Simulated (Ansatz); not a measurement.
A displaced shape of singlet BF₃:

| atom | x (Å) | y (Å) | z (Å) |
| --- | --- | --- | --- |
| B | 0.0136 | -0.0481 | -0.0022 |
| F | 1.2932 | 0.0439 | -0.0166 |
| F | -0.6680 | 1.1296 | -0.0480 |
| F | -0.6646 | -1.1204 | 0.0469 |

It was optimised with PBE0/def2-SVP in Ansatz (development build ahead of 0.2.0) to forces under 0.001 eV/Å, with restricted orbitals. Each step stands on the lowest determinant of that kind that the program's search found.

Question: What shape does it relax to, and how does the optimisation go?

Answer:

| atom | x (Å) | y (Å) | z (Å) |
| --- | --- | --- | --- |
| B | -0.0064 | 0.0013 | -0.0050 |
| F | 1.3038 | 0.0152 | -0.0157 |
| F | -0.6740 | 1.1281 | -0.0462 |
| F | -0.6491 | -1.1395 | 0.0471 |

Bond lengths: B1–F2 1.310 Å, B1–F3 1.310 Å, B1–F4 1.310 Å. Angles: F2–B1–F3 120.0°, F2–B1–F4 120.0°, F3–B1–F4 120.0°.

| step | E − E(start) (eV) | largest force (eV/Å) |
| --- | --- | --- |
| 1 | 0.0000 | 3.7574 |
| 2 | -0.0880 | 2.1110 |
| 3 | 0.1705 | 3.0686 |
| 4 | -0.1287 | 0.3692 |
| 5 | -0.1315 | 0.2853 |
| 6 | -0.1358 | 0.0693 |
| 7 | -0.1360 | 0.0464 |
| 8 | -0.1360 | 0.0224 |
| 9 | -0.1360 | 0.0081 |
| 10 | -0.1360 | 0.0018 |
| 11 | -0.1360 | 0.0013 |
| 12 | -0.1360 | 0.0008 |

The optimisation ended after 12 steps with its threshold met.
